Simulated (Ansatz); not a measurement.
Relaxation of AlH$_{5}$N$_{2}$O (9 atoms, charge 0, multiplicity 1), to a largest force component of 0.02 eV/Å in at most 40 steps.

Theory: Ansatz 0.2.0, RKS B3LYP/def2-SVP.

```xyz
9
Properties=species:S:1:pos:R:3
Al 0.000 0.000 0.000
O 0.000 0.000 1.780
H -0.909 -0.281 2.117
N 1.663 0.000 -0.960
H 2.129 -0.918 -1.212
H 2.114 0.918 -1.238
N -1.663 0.000 -0.960
H -2.332 -0.816 -0.861
H -1.912 0.816 -1.589
```

Task: Where does it end, and by what steps?

Result: The forces met the threshold. The force dipped under the threshold on the way, but the program's further checks kept it going. After 15 steps the energy has fallen by 1.307 eV; H5 moved furthest, 1.29 Å.

```
step  energy less start (eV)  largest force component (eV/Å)  accepted
   0                  0.0000                           1.984       yes
   1                 -0.6377                           2.543       yes
   2                 -0.9036                           1.832       yes
   3                 -1.0304                           0.781       yes
   4                 -1.1191                           0.453       yes
   5                 -1.1758                           0.378       yes
   6                 -1.2312                           0.261       yes
   7                 -1.2755                           0.247       yes
   8                 -1.3006                           0.088       yes
   9                 -1.3052                           0.040       yes
  10                 -1.3063                           0.017       yes
  11                 -1.3065                           0.067       yes
  12                 -1.3067                           0.061       yes
  13                 -1.3068                           0.038       yes
  14                 -1.3069                           0.030       yes
  15                 -1.3070                           0.009       yes
```

```xyz
9
Properties=species:S:1:pos:R:3
Al -0.047 -0.030 -0.066
O 0.002 -0.024 1.642
H -0.746 -0.033 2.243
N 1.514 0.097 -0.895
H 1.670 0.069 -1.897
H 2.399 0.196 -0.409
N -1.568 -0.154 -0.978
H -2.490 -0.277 -0.573
H -1.644 -0.123 -1.990
```

Time of the run: 26 s on 1 thread of Intel(R) Xeon(R) 6975P-C (Granite Rapids) (shared host), peak memory 0.18 GiB.
